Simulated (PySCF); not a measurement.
# Pauling's electronegativity from computed bond energies: partners of Na

CCSD(T) in PySCF with def2-SVPD on every atom (core potentials on Rb, Cs), for the lowest determinant that a PBE0 search found; no spin–orbit coupling. De of Na2 is 0.70 eV.

```json
{"B": "Rb", "De(B₂) (eV)": "0.36", "De(NaB) (eV)": "0.55"}
{"B": "F", "De(B₂) (eV)": "1.25", "De(NaB) (eV)": "4.92"}
{"B": "Cl", "De(B₂) (eV)": "1.82", "De(NaB) (eV)": "4.09"}
{"B": "H", "De(B₂) (eV)": "4.52", "De(NaB) (eV)": "1.84"}
{"B": "Cs", "De(B₂) (eV)": "0.36", "De(NaB) (eV)": "0.55"}
```

Q: With Δ = De(NaB) − [De(Na₂) + De(B₂)]/2, give Δ and the electronegativity difference √(Δ/eV).

A: 

| B | Δ (eV) | √Δ |
| --- | --- | --- |
| Rb | 0.02 | 0.14 |
| F | 3.94 | 1.99 |
| Cl | 2.83 | 1.68 |
| H | -0.77 | none (Δ < 0) |
| Cs | 0.02 | 0.14 |

The rule was made for single bonds and measured bond energies; here it is fed with computed well depths. With the arithmetic mean Δ turns negative when the two homonuclear bonds differ much, as for alkali hydrides.

Correlated steps freeze the inner cores (0 to 10 orbitals); shallow outer-core shells are correlated. Weak bonds: Cs2, Rb2. Basis-set superposition, not corrected here, can be much of De in a small basis, most of all at correlated wavefunction levels. Spin–orbit coupling is left out, which matters for elements this heavy, above all for dissociation energies. Where the molecule has an RHF reference, its open-shell atoms are computed with UHF.
